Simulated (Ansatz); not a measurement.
Input file for Ansatz (a quantum-chemistry and plane-wave program): R-B2PLYP/def2-TZVPPD on AlH3 (SMILES [AlH3]). Files ending in .json are basis or fitting sets from the Basis Set Exchange.

Ansatz 0.2 input:
```yaml
crystal:
  periodic: [false, false, false]
  atoms:
    - {symbol: Al, position_ang: [0.03293872, -0.05424756, 0.29317912]}
    - {symbol: H, position_ang: [1.40888496, -0.80216166, 0.30369960]}
    - {symbol: H, position_ang: [-0.00539541, 1.48884848, 0.03097128]}
    - {symbol: H, position_ang: [-1.29519228, -0.88130476, 0.23009942]}
basis:
  gaussian:
    orbitals: def2-TZVPPD.json
hamiltonian:
  xc: {name: B2PLYP}
magnetization: {spin_polarized: false}
correlation: {electrons: outside_noble_gas}
scf: {lower_state_search: off}
```

### Question
Predict the final total energy.

### Answer
-244.0794 hartree.
